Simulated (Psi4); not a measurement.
sulfur dioxide (O2S), singlet, at a GFN2-xTB geometry. Base run: SVWN/def2-SVP in Psi4 1.11.

Geometry (Å):
```xyz
3

S      0.0139    -0.0040     0.3778
O     -0.0332     1.2224    -0.3642
O      0.0053    -1.2144    -0.3915
```
Charge 0, spin multiplicity 1.
All else is at Psi4's defaults (density fitting).
Base energy -546.58172 Eh.

Variants of this job, named by their change:

| change | ΔE vs base (mEh) | SCF cycles | grid points | basis functions |
|---|---|---|---|---|
| base | 0.000 | 8 | 63459 | 46 |
| guess = sap | 0.000 | 8 | 63459 | 46 |
| dft_spherical_points = 590 | 0.002 | 8 | 123965 | 46 |
| cholesky_tolerance = 1e-3 (with scf_type cd) | [?] | 8 | 63459 | 46 |
| d_convergence = 1e-8 | 0.000 | 10 | 63459 | 46 |
| dft_radial_scheme = becke | 0.002 | 8 | 55253 | 46 |
| level_shift = 0.3 | 0.000 | 9 | 63459 | 46 |
| scf_type = pk | 0.040 | 8 | 63459 | 46 |
| df_basis_scf = cc-pvqz-jkfit | -0.010 | 8 | 63459 | 46 |
| scf_type = disk_df | 0.000 | 8 | 63459 | 46 |
| df_basis_scf = def2-universal-jkfit | 0.000 | 8 | 63459 | 46 |
| dft_spherical_points = 110 | 0.284 | 8 | 23191 | 46 |
| dft_basis_tolerance = 1e-8 | 0.000 | 8 | 61152 | 46 |

Q: Fill in the missing entries.

A: 
- cholesky_tolerance = 1e-3 (with scf_type cd), ΔE vs base (mEh): -2.434
